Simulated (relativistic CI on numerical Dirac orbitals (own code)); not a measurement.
## L2,3 absorption of copper in several valence states

Computed multiplet spectra 2p⁶3dⁿ → 2p⁵3dⁿ⁺¹ (Dirac-Coulomb-Breit ions, Slater integrals scaled by 0.9, an assumed crystal field that grows with the charge, no charge transfer; 300 K; Lorentzian 0.4 eV and Gaussian 0.3 eV FWHM at both edges, so that L2 comes out sharper than in experiment). Peaks over 5 % are given in eV from the highest peak in the L3 region of each spectrum (height, largest 100). S of the lowest state is read from ⟨S²⟩, and the branching ratio is the share of L3, cut at the minimum between the edges.

Field parameters in Wybourne normalisation: Td as Oh with Dq negative (B⁴₀ = 21Dq, B⁴₄ = √(5/14) B⁴₀). The field is a parameter set, without covalency.

- Cu²⁺ (d9, Td, 10Dq = -4100 cm⁻¹): S = 0.50, branching ratio 0.99; peaks 0.0 (100)
- Cu³⁺ (d8, Td, 10Dq = -5300 cm⁻¹): S = 1.00, branching ratio 0.92; peaks 0.0 (100), 0.7 (93), 3.3 (23), 22.3 (15)
- Cu⁴⁺ (d7, Td, 10Dq = -6500 cm⁻¹): S = 1.50, high spin, branching ratio 0.78; peaks -2.0 (49), -1.0 (98), 0.0 (100), 0.5 (89), 1.0 (94), 1.9 (61), 3.4 (23), 5.1 (13), 5.5 (13), 19.2 (12), 20.1 (29), 21.0 (56), 23.7 (12), 24.9 (10)

The centroid of the whole edge, which also moves with the branching ratio, lies at 931.5 (Cu²⁺), 936.2 (Cu³⁺), 943.1 (Cu⁴⁺) eV in this ionic model, in steps of 4.7 to 6.9 eV. Compounds show about 1 to 2 eV a unit and lower energies for the high valences, since ligands screen the charge. The multiplet shape follows the d count and the spin state, and so serves as a fingerprint of valence. For d9 in this field spin-orbit coupling puts the hole into a state that the L2 transition cannot reach; a distortion restores L2.
